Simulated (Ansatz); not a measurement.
An input meant for HfO₃⁻ (charge -1, doublet; atoms displaced at random, 0.15 Å in each coordinate).

```yaml
crystal:
  periodic: [false, false, false]
  atoms:
    - {symbol: Hf, position_ang: [-0.087137, -0.183351, -0.074617]}
    - {symbol: O, position_ang: [0.824549, -1.769274, 1.070259]}
    - {symbol: O, position_ang: [1.099293, 0.851312, -1.280677]}
    - {symbol: O, position_ang: [-2.069181, 0.469593, 0.148301]}
basis:
  gaussian: {orbitals: def2-TZVPP}
total_charge: -1
magnetization: {spin_polarized: true, initial_magnetization: 1}
hamiltonian: {xc: {name: HF}}
correlation: {method: mp2, frozen_orbitals: {Hf: 0}}
scf: {omitted_lower_state_checks: [starts]}
```

```sh
$ ansatz run in.yaml --threads 4 --pin off --events-out ev --progress --plain --max-ram 3916MiB
```

Output, abridged:

```
Functional definition: HF
  name "HF"
  cite "Fock, Z. Phys. 61, 126 (1930) doi:10.1007/BF01340294"
  parent pbe
  exchange = exact_x
  correlation = 0
these checks for a lower state are left out or cut short: starts
Error: "frozen_orbitals" has no count for O
```

In this input frozen orbitals are typed for one element alone, and the program wants a count for each (the count typed has to fit that element's core, too). The input was rejected before any iteration.
